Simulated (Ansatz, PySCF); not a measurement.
Species: SiHCl₂, net charge 0, doublet state. SMILES: [SiH](Cl)Cl
Geometry from a B3LYP-D3(BJ)/def2-TZVP (Ansatz, an electronic-structure program) optimisation:
```xyz
4

Cl    -0.0444    -1.6964     0.3495
Si    -0.5203     0.0665    -0.6084
Cl     0.4756     1.6440     0.2700
H     -0.0476    -0.0405    -2.0131
```
Charge 0, spin multiplicity 2.

Wanted: size of the dipole moment, in D. Set-up: six Cartesian d functions in 6-31G* and its kin unless marked 5d; no spin-orbit coupling; dispersion terms only where a functional's name holds one; open shells spin-unrestricted; LANL2DZ with its own core potentials from Na on; non-relativistic; 6-311+G** with 5d, 6d on Na to Ar in Ansatz. First-principles rows: single points at B3LYP-D3(BJ) geometries (Ansatz).

```json
[
 {"level": "SVWN5/6-31G*", "program": "Ansatz", "size of the dipole moment (D)": "1.30"},
 {"level": "PBE/STO-3G", "program": "Ansatz", "size of the dipole moment (D)": "2.40"},
 {"level": "PBE/LANL2DZ", "program": "Ansatz", "size of the dipole moment (D)": "1.83"},
 {"level": "BP86/6-31G* (5d)", "program": "PySCF", "size of the dipole moment (D)": "1.32"},
 {"level": "B3LYP/LANL2DZ", "program": "Ansatz", "size of the dipole moment (D)": "2.05"},
 {"level": "B3LYP/6-31G", "program": "Ansatz", "size of the dipole moment (D)": "2.05"},
 {"level": "B3LYP/6-31G*", "program": "Ansatz", "size of the dipole moment (D)": "1.46"},
 {"level": "B3LYP/cc-pVDZ", "program": "Ansatz", "size of the dipole moment (D)": "1.21"},
 {"level": "PBE0/6-311+G**", "program": "Ansatz", "size of the dipole moment (D)": "1.54"}
]
```

No value to compare with is used here. The 9 habitual levels span 1.21 (B3LYP/cc-pVDZ) to 2.40 D (PBE/STO-3G).

The levels are drawn from those run, B3LYP/6-31G* more often than the rest, none by its result; left out are runs that failed, that the program found above a lower state of the same kind, or whose <S^2> lies over 0.5 above the pure value.
